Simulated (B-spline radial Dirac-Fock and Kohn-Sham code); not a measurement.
What relativity does to the binding energies of Pb¹²⁺

System: the Pb¹²⁺ ion, 1s2 2s2 2p6 3s2 3p6 3d10 4s2 4p6 4d10 4f14 5s2 5p6 5d2.

Both columns are ΔSCF binding energies of the configuration average from a radial atomic solver: non-relativistic Hartree-Fock with a point nucleus, and Dirac-Fock with a finite nucleus and the Coulomb interaction alone, averaged over the two j levels with weights 2j+1.

```
shell  Hartree-Fock (eV)  Dirac-Fock (eV)  shift (eV)  shift (%)
   1s            79749.2          88731.7    +8982.54     +11.26
   2s            13743.8          16169.6    +2425.80     +17.65
   2p            13220.2          14041.7     +821.49      +6.21
   3s             3494.8           4106.0     +611.21     +17.49
   3p             3246.1           3478.0     +231.91      +7.14
   3d             2786.7           2764.4      -22.27      -0.80
   4s              976.5           1133.6     +157.14     +16.09
   4p              866.0            922.3      +56.30      +6.50
   4d              662.8            655.6       -7.22      -1.09
   4f              387.0            367.8      -19.17      -4.95
   5s              334.3            369.8      +35.41     +10.59
   5p              290.3            301.4      +11.08      +3.82
   5d              223.7            221.3       -2.46      -1.10
```

Relativity binds 1s, 2s, 2p, 3s, 3p, 4s, 4p, 5s, 5p more strongly, among those listed most of all 2s in relative terms, and 3d, 4d, 4f, 5d more weakly, because the contracted s and p shells screen the nucleus better.

Values without a named source are computed, but for edge energies of neutral atoms, which are taken from tables.
